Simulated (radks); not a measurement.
Problem. The titanium ion Ti10+ is in [Ne] 3s2. Calculated with a radial shooting solver on a logarithmic mesh with Libxc functionals: scalar-relativistic Kohn-Sham, PBE, spin-polarised, spherical densities, finite nucleus; Fermi nuclear charge, rms radius of each element as measured or else 0.836 A^(1/3) + 0.57 fm. Open shells are filled with parallel spins first. One electron is removed from 1s, 3s, 2s, 2p in turn, with full relaxation. Which removal costs least, and what does each cost?

Solution. 3s 265.29 eV; 2p 716.65 eV; 2s 803.26 eV; 1s 5238.0 eV. The 3s electron leaves first.
